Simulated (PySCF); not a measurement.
**Basis-set dependence of population analyses: `[SiH3][SiH2][SiH]([SiH3])[SiH3]`**

Species: Si5H12.
Atom-mapped SMILES: `[SiH3:1][SiH2:2][SiH:3]([SiH3:4])[SiH3:5]` (hydrogens: H6, H7, H8 on Si1; H9, H10 on Si2; H11 on Si3; H12, H13, H14 on Si4; H15, H16, H17 on Si5)

PBE0 throughout (PySCF), one geometry, spherical d and f functions. The structure is a single PBE0-D3(BJ)/def2-SVP conformer in the gas phase; no vibrational or solvent corrections. Atoms taken as equivalent share a column and are averaged. The first 7 of 8 kinds of atom are listed.

Mulliken charges (e):

```csv
basis,functions,Si1,Si2,Si3,Si4/Si5,H6/H7/H8,H9/H10,H11
STO-3G,57,+0.342,+0.238,+0.138,+0.342,-0.117,-0.117,-0.116
6-31G,89,+0.282,+0.147,-0.103,+0.314,-0.083,-0.074,-0.061
pcSseg-0,89,+0.097,-0.058,-0.363,+0.153,-0.013,+0.029,+0.072
6-31G*,114,+0.160,+0.058,-0.129,+0.185,-0.043,-0.030,-0.015
def2-SVP,150,+0.175,+0.037,-0.188,+0.200,-0.044,-0.021,-0.001
cc-pVDZ,150,+0.095,+0.018,-0.118,+0.109,-0.024,-0.009,+0.004
pcSseg-1,180,+0.217,+0.033,-0.282,+0.257,-0.054,-0.018,+0.023
aug-cc-pVDZ,243,-1.003,-0.713,-0.299,-1.034,+0.320,+0.362,+0.407
"6-311+G(2d,p)",247,+0.098,+0.025,+0.213,+0.051,-0.040,-0.029,-0.028
def2-TZVP,257,+0.012,+0.002,-0.007,+0.013,-0.006,+0.003,+0.005
```

IAO charges (e):

```csv
basis,functions,Si1,Si2,Si3,Si4/Si5,H6/H7/H8,H9/H10,H11
STO-3G,57,+0.377,+0.227,+0.065,+0.382,-0.123,-0.113,-0.103
6-31G,89,+0.173,+0.089,-0.003,+0.179,-0.055,-0.045,-0.036
pcSseg-0,89,+0.134,+0.050,-0.061,+0.151,-0.040,-0.026,-0.011
6-31G*,114,+0.278,+0.150,+0.011,+0.285,-0.088,-0.076,-0.065
def2-SVP,150,+0.285,+0.152,+0.003,+0.295,-0.091,-0.077,-0.064
cc-pVDZ,150,+0.273,+0.148,+0.011,+0.280,-0.087,-0.075,-0.064
pcSseg-1,180,+0.286,+0.153,+0.005,+0.294,-0.091,-0.078,-0.065
aug-cc-pVDZ,243,+0.274,+0.151,+0.016,+0.280,-0.087,-0.076,-0.066
"6-311+G(2d,p)",247,+0.298,+0.164,+0.016,+0.305,-0.095,-0.083,-0.072
def2-TZVP,257,+0.303,+0.167,+0.016,+0.311,-0.097,-0.084,-0.073
```

Some averages cover members that differ in this geometry, most widely: H6/H7/H8, Mulliken in aug-cc-pVDZ +0.261 to +0.351; Si4/Si5, Mulliken in 6-311+G(2d,p) +0.034 to +0.068 e.

Question: Which scheme is steadiest as the basis changes?

Answer: Largest range over the bases for any column: IAO 0.24 e, Mulliken 1.38 e. IAO charges move least and Mulliken charges most, counted in e. Without the minimal STO-3G basis the ranges are IAO 0.17, Mulliken 1.35 e.

Question: How much do the charges still move between the two largest bases, 6-311+G(2d,p) and def2-TZVP?

Answer: At most, over all atoms: Mulliken 0.220 e, IAO 0.006 e.

Question: What do the same runs give for the total energy, the frontier levels and the dipole moment?

Answer: 
| basis | energy (Eh) | HOMO (eV) | LUMO (eV) | μ (D) |
| --- | --- | --- | --- | --- |
| STO-3G | -1437.3324 | -5.23 | 5.20 | 0.19 |
| 6-31G | -1453.8287 | -7.76 | -0.04 | 0.08 |
| pcSseg-0 | -1452.3007 | -8.25 | -0.35 | 0.05 |
| 6-31G* | -1453.9525 | -7.66 | -0.29 | 0.10 |
| def2-SVP | -1453.5876 | -7.77 | -0.39 | 0.10 |
| cc-pVDZ | -1454.0372 | -7.67 | -0.35 | 0.11 |
| pcSseg-1 | -1453.9939 | -7.82 | -0.49 | 0.12 |
| aug-cc-pVDZ | -1454.0429 | -7.67 | -0.53 | 0.12 |
| 6-311+G(2d,p) | -1454.0916 | -7.70 | -0.59 | 0.13 |
| def2-TZVP | -1454.0915 | -7.69 | -0.57 | 0.13 |

The dipole is fixed by the density alone, so its range of 0.14 D shows that the density itself changes with the basis, not only its division among atoms.
